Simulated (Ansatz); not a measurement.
`F[Si](F)([S])Cl` radical, relaxed with UKS PBE0-D4/def2-TZVP in Ansatz from a PBE-D4/def2-SVP geometry. The force threshold is 0.005 eV/Å; the program also tests the step.

Charge 0, multiplicity 2.

Start:

```xyz
5

F     1.410    0.326   -0.882
Si    0.108   -0.060    0.002
F     0.318   -1.614    0.409
S    -0.253    1.220    1.623
Cl   -1.583    0.128   -1.152
```

```
step  energy (eV)  largest force (eV/Å)  largest move (Å)
   1  -36661.3669                 1.540             0.000
   2  -36661.4351                 0.886             0.038
   3  -36661.4577                 0.122             0.024
   4  -36661.4584                 0.023             0.010
   5  -36661.4585                 0.003             0.003
```

End:

```xyz
5

F     1.370    0.326   -0.851
Si    0.092   -0.061   -0.013
F     0.304   -1.565    0.406
S    -0.211    1.199    1.626
Cl   -1.555    0.100   -1.168
```

Run time 62 s (4 threads of an Arm Neoverse V1 on a shared host); peak host memory 0.86 GiB.
